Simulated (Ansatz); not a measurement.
Program: Ansatz 0.2.0.

A structure relaxed at PBE0-D4/def2-TZVP, charge 0, multiplicity 1:

| atom | x (Å) | y (Å) | z (Å) |
| --- | --- | --- | --- |
| B1 | 0.6074 | -1.3314 | -1.4328 |
| C2 | 0.2321 | -0.5018 | -0.1825 |
| C3 | -0.6433 | -1.0386 | 0.6944 |
| O4 | 0.8513 | 0.6760 | 0.0200 |
| In5 | -0.0137 | 2.3415 | 0.7393 |
| H6 | 0.0236 | -2.3535 | -1.6447 |
| H7 | 1.4724 | -0.9680 | -2.1738 |
| H8 | -1.1137 | -1.9874 | 0.4766 |
| H9 | -0.8945 | -0.5602 | 1.6397 |
| H10 | 1.1943 | 3.4803 | 1.1078 |
| H11 | -1.7159 | 2.2431 | 0.7560 |

Problem. Give its formula and SMILES.

Solution. C2H6BInO, `BC(=C)[O][InH2]`.

Problem. Summarise the bond lengths by kind.

Solution. 1 × B–C 1.547 Å; 2 × B–H 1.196 Å; 1 × C–C 1.350 Å; 1 × C–O 1.346 Å; 2 × C–H 1.081 to 1.089 Å; 1 × In–O 2.010 Å; 2 × H–In 1.701 to 1.705 Å.
